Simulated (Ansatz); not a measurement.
Start from `[SiH3][CH2][AlH][S][SiH3]` and change one atom or group to get `[SiH3][CH2][AlH][SiH3]`.

Ansatz, PBE0-D4/def2-TZVP geometries, multiplicity 1. Each molecule was computed in one conformer, which needn't be the lowest.

```csv
property,`[SiH3][CH2][AlH][S][SiH3]`
LUMO energy (PBE/def2-TZVPP) / eV,-2.00
HOMO–LUMO gap (B3LYP/def2-TZVPP) / eV,6.04
HOMO–LUMO gap (PBE0/def2-TZVPP) / eV,6.47
HOMO–LUMO gap (PBE/def2-TZVPP) / eV,4.56
size of the dipole moment (ωB97M-V/def2-TZVPP) / D,1.62
LUMO energy (ωB97M-V/def2-TZVPP) / eV,0.37
```

Question: Give the same properties after the change, and the shifts. (Estimate.)

Answer: The calculation gave: 
```tsv
property	`[SiH3][CH2][AlH][SiH3]`	shift
LUMO energy (PBE/def2-TZVPP) / eV	-2.66	-0.66
HOMO–LUMO gap (B3LYP/def2-TZVPP) / eV	5.11	-0.93
HOMO–LUMO gap (PBE0/def2-TZVPP) / eV	5.49	-0.98
HOMO–LUMO gap (PBE/def2-TZVPP) / eV	3.67	-0.89
size of the dipole moment (ωB97M-V/def2-TZVPP) / D	0.65	-0.97
LUMO energy (ωB97M-V/def2-TZVPP) / eV	-0.28	-0.65
```

With PBE0 the HOMO rises by 0.32 eV and the LUMO falls by 0.65 eV, so the gap narrows by about 0.97 eV. PBE moves the HOMO by 0.24 eV and ωB97M-V by 0.48 eV. Dipoles are sizes alone; their direction can turn.

B3LYP here is the variant with VWN-RPA as its local correlation; programs differ in this.
